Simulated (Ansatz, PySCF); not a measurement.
Reaction (SMILES): O=c1[c]c1 -> O=c1[c-]c1 (an electron is taken up)
Each molecule is optimised on its own at B3LYP-D3(BJ)/def2-TZVP (Ansatz, a program for electronic structure).
Geometry of the first species:
```xyz
5

O      1.4539    -0.2079     0.0546
C      0.2719    -0.1204     0.0064
C     -1.0923    -0.6027    -0.0761
C     -0.9088     0.7114    -0.0072
H     -1.2567     1.7331     0.0248
```
Charge 0, spin multiplicity 2.

Quantity: adiabatic electron affinity (0 K, with B3LYP-D3(BJ) harmonic zero-point energies from PySCF), positive where the reaction releases energy, in eV. Valence correlation only, unless marked. Open shells are spin-unrestricted. No spin-orbit coupling. No relativistic terms. Anions need diffuse functions: aug- sets have them; def2-D sets add few; the other sets have none. CBS marks a two-point X^-3 extrapolation of the correlation energy; Hartree-Fock from the larger set. [CCSD(T)-MP2]/basis is that difference in the basis named.

| level | program | adiabatic electron affinity (eV) | minus last row |
|---|---|---|---|
| HF/cc-pVDZ | Ansatz | 0.87 | -1.19 |
| HF/def2-TZVPD | PySCF | 1.23 | -0.83 |
| HF/aug-cc-pVQZ | Ansatz | 1.23 | -0.83 |
| HF/cc-pVQZ | Ansatz | 1.17 | -0.89 |
| revPBE-D4/def2-TZVPD | Ansatz + dftd4 | 1.77 | -0.29 |
| B97M-V/def2-TZVPD | Ansatz | 1.82 | -0.24 |
| PBE0/def2-QZVPP | Ansatz | 1.80 | -0.26 |
| PW6B95-D3(BJ)/def2-TZVPD | PySCF + dftd3 | 1.88 | -0.18 |
| M06-2X/def2-TZVPD | PySCF | 2.04 | -0.02 |
| LC-wPBE/def2-TZVPD | Ansatz | 2.05 | -0.01 |
| B2GP-PLYP/def2-TZVPD | Ansatz | 1.89 | -0.17 |
| B2PLYP-D3(BJ)/def2-TZVPD | Ansatz + dftd3 | 1.86 | -0.20 |
| RPA@PBE/cc-pVQZ | Ansatz | 2.06 | 0.00 |
| RI-MP2/aug-cc-pVTZ | Ansatz | 2.00 | -0.06 |
| RI-MP2/CBS(aug-cc-pVTZ,aug-cc-pVQZ)+[CCSD(T)-MP2]/aug-cc-pVDZ | Ansatz | 2.06 | 0.00 |
